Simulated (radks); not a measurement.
Polarisability of the cobalt ion Co+, [Ar] 3d8, at imaginary frequency. All-electron calculation, scalar-relativistic Kohn-Sham, LDA (Slater exchange, Perdew-Wang correlation), spin-polarised, spherical densities, finite nucleus; open shells are filled with parallel spins first; Fermi nuclear charge, rms radius 3.7875 fm. Program: a radial shooting solver on a logarithmic mesh with Libxc functionals. Response by self-consistent Sternheimer equations with the Hartree and adiabatic LDA kernel, the relativistic mass of each level held fixed and spin-orbit coupling left out.

| w (hartree) | alpha1(iw) (bohr^3) |
|---|---|
| 0.00266 | 10.57 |
| 0.0143 | 10.55 |
| 0.0360 | 10.42 |
| 0.0697 | 10.04 |
| 0.118 | 9.248 |
| 0.186 | 8.022 |
| 0.280 | 6.573 |
| 0.413 | 5.163 |
| 0.605 | 3.916 |
| 0.892 | 2.841 |
| 1.35 | 1.927 |
| 2.12 | 1.178 |
| 3.59 | 0.6061 |
| 6.94 | 0.2313 |
| 17.5 | 0.05006 |

Static values: alpha1 = 10.58 bohr^3 (1.567 angstrom^3; uncoupled 14.22). C6 = 37.94, triple-dipole C9 = 255.3 atomic units. One-pole (London) frequency 4 C6 / (3 alpha1^2) = 0.452 hartree, against 0.427 for minus the highest occupied eigenvalue.
